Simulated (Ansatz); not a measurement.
CHO2, SMILES [O][C]O (connectivity only; charge and spin as stated), neutral, multiplicity 2.

The structure is a stationary point at B3LYP-D3(BJ)/def2-TZVP. The values are those of a single conformer.

Two levels are set side by side: PBE/def2-TZVPD (Ansatz, an electronic-structure program) and PBE0/def2-TZVPD (Ansatz). Energy differences of separate SCF runs at the same geometry; the states with an electron removed or added have multiplicity 1 and 1. Differences are taken from unrounded values.

```
quantity                          PBE0   PBE  PBE minus PBE0
-------------------------------  -----  ----  --------------
vertical ionisation energy (eV)  10.00  9.67           -0.33
vertical electron affinity (eV)   0.55  0.67            0.12
```
